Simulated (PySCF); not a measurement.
Mg(Et)(SH) (C₂H₆MgS), SMILES [Mg]([CH2]C)[SH].

Geometry optimised at PBE0-D3(BJ)/def2-SVP. The structure was generated by enumeration; whether it is a known compound was not checked. The values are those of a single conformer.

All values below come from TDA-LC-ωPBE/def2-SVPD run with PySCF.

Vertical excitations. Isolated molecule, no solvent.

```json
[
 {"state": "S1", "energy (eV)": "5.48", "λ (nm)": "226", "f": "0.066", "main pairs": "HOMO−1→LUMO 80 %"},
 {"state": "S2", "energy (eV)": "5.71", "λ (nm)": "217", "f": "0.202", "main pairs": "HOMO→LUMO 65 %, HOMO→LUMO+1 14 %, HOMO→LUMO+4 12 %"},
 {"state": "S3", "energy (eV)": "5.74", "λ (nm)": "216", "f": "0.140", "main pairs": "HOMO→LUMO+1 61 %, HOMO→LUMO 18 %"},
 {"state": "S4", "energy (eV)": "6.00", "λ (nm)": "207", "f": "0.003", "main pairs": "HOMO−1→LUMO+1 50 %, HOMO−1→LUMO+4 27 %"},
 {"state": "S5", "energy (eV)": "6.05", "λ (nm)": "205", "f": "0.039", "main pairs": "HOMO→LUMO+2 65 %, HOMO→LUMO+5 23 %"},
 {"state": "S6", "energy (eV)": "6.64", "λ (nm)": "187", "f": "0.014", "main pairs": "HOMO−1→LUMO+2 41 %, HOMO−2→LUMO 29 %, HOMO−1→LUMO+5 14 %, HOMO→LUMO+3 7 %"},
 {"state": "S7", "energy (eV)": "6.76", "λ (nm)": "183", "f": "0.001", "main pairs": "HOMO−1→LUMO+8 26 %, HOMO−1→LUMO+3 15 %, HOMO−1→LUMO+1 15 %, HOMO−1→LUMO+9 13 %"},
 {"state": "S8", "energy (eV)": "6.90", "λ (nm)": "180", "f": "0.172", "main pairs": "HOMO−1→LUMO+2 22 %, HOMO−2→LUMO 22 %, HOMO→LUMO+3 15 %, HOMO−2→LUMO+1 10 %"},
 {"state": "S9", "energy (eV)": "7.48", "λ (nm)": "166", "f": "0.085", "main pairs": "HOMO−2→LUMO+1 48 %, HOMO−2→LUMO+4 14 %, HOMO→LUMO+3 10 %"},
 {"state": "S10", "energy (eV)": "7.52", "λ (nm)": "165", "f": "0.048", "main pairs": "HOMO→LUMO+3 38 %, HOMO−2→LUMO 27 %, HOMO→LUMO+6 10 %"},
 {"state": "T1", "energy (eV)": "4.63", "λ (nm)": "268", "f": "0", "main pairs": "HOMO→LUMO 70 %"},
 {"state": "T2", "energy (eV)": "5.08", "λ (nm)": "244", "f": "0", "main pairs": "HOMO−1→LUMO 72 %"},
 {"state": "T3", "energy (eV)": "5.36", "λ (nm)": "231", "f": "0", "main pairs": "HOMO→LUMO+1 61 %, HOMO→LUMO+4 25 %"},
 {"state": "T4", "energy (eV)": "5.66", "λ (nm)": "219", "f": "0", "main pairs": "HOMO→LUMO+2 58 %, HOMO→LUMO+5 32 %"}
]
```
Triplets are in the Tamm–Dancoff approximation.
